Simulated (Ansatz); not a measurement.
`[SiH3][Si]([SiH3])([SiH3])[SiH3]` from Hartree–Fock to CCSD(T)

```xyz
17

Si   -0.7869   -1.8077    1.2516
Si   -0.0003    0.0012    0.0005
Si    1.8466   -0.6714   -1.2611
Si    0.6281    1.7297    1.4403
Si   -1.6877    0.7501   -1.4305
H    -1.1975   -2.9172    0.3493
H     0.2782   -2.3046    2.1641
H    -1.9612   -1.3979    2.0683
H     2.3608    0.4675   -2.0688
H     1.4651   -1.7756   -2.1825
H     2.9345   -1.1512   -0.3666
H     1.1507    2.8848    0.6616
H     1.6904    1.2635    2.3721
H    -0.5417    2.1836    2.2398
H    -2.8700    1.1945   -0.6441
H    -1.2006    1.8946   -2.2471
H    -2.1084   -0.3441   -2.3468
```

Total charge 0; spin multiplicity 1. Geometry: relaxed with PBE0-D4/def2-TZVP. Frozen core, restricted reference, Ansatz. CBS rows extrapolate triple and quadruple zeta; past MP2 they add the triple-zeta difference.

```tsv
basis	HF (Eh)	MP2 corr.	CCSD corr.	(T)	CCSD(T) total
def2-SVP	-1451.18339	-0.51542	?	-0.01811	?
def2-TZVPP	?	?	-0.74800	-0.02818	?
def2-QZVPP	-1451.73748	-0.68902	–	–	–
CBS(def2)	?	-0.72318	-0.82828	as TZ	?
```

Question: Fill in the withheld values. (An estimate is asked.)

Answer: Ansatz gave: def2-SVP CCSD corr.: -0.62092; def2-SVP CCSD(T) total: -1451.82242; def2-TZVPP HF (Eh): -1451.69319; def2-TZVPP MP2 corr.: -0.64290; def2-TZVPP CCSD(T) total: -1452.46937; CBS(def2) HF (Eh): -1451.74359; CBS(def2) CCSD(T) total: -1452.60005.
